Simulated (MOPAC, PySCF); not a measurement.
C₃H₃F, SMILES `C=C=CF`, neutral singlet in the gas phase. 

Cartesian coordinates (Å):
```xyz
7

C     -1.3289     0.0101     0.0028
C     -0.0301    -0.0074    -0.0021
C      1.2674    -0.0687    -0.0227
F      2.0463     0.9670     0.3314
H     -1.8936     0.3220    -0.8712
H     -1.8950    -0.2804     0.8832
H      1.8339    -0.9427    -0.3213
```
Charge 0, multiplicity 1.

All levels are single points at this geometry (PBE0-D3(BJ)/def2-TZVP); Pople sets use spherical d functions. Orbital energies aren't observables, and empty levels follow the basis.

```csv
level,HOMO (eV),LUMO (eV),gap (eV),dipole (D),"vertical IE, Delta-SCF (eV)"
PBE-D3(BJ)/def2-TZVP in PySCF,-6.21,-1.68,4.53,1.57,9.74
ωB97X-D3(BJ)/def2-TZVP in PySCF,-9.91,1.58,11.49,1.73,9.94
B3LYP/6-311+G** in PySCF,-7.35,-1.06,6.29,1.91,–
BP86/6-31G* in PySCF,-5.89,-1.24,4.64,1.37,–
M06-2X/6-31G* in PySCF,-8.45,0.84,9.29,1.64,–
PBE/6-31G* in PySCF,-5.78,-1.15,4.63,1.35,9.47
SVWN5/6-31G* in PySCF,-5.90,-1.37,4.54,1.43,9.69
HF/3-21G in PySCF,-10.18,3.96,14.13,2.16,–
HF/6-31G* in PySCF,-10.12,4.02,14.14,1.93,8.65
HF/STO-3G in PySCF,-8.05,7.89,15.94,1.06,–
AM1 in MOPAC,-9.92,0.84,10.76,1.60,–
PM3 in MOPAC,-10.18,0.60,10.78,1.69,–
PM7 in MOPAC,-10.41,0.30,10.71,1.83,–
```
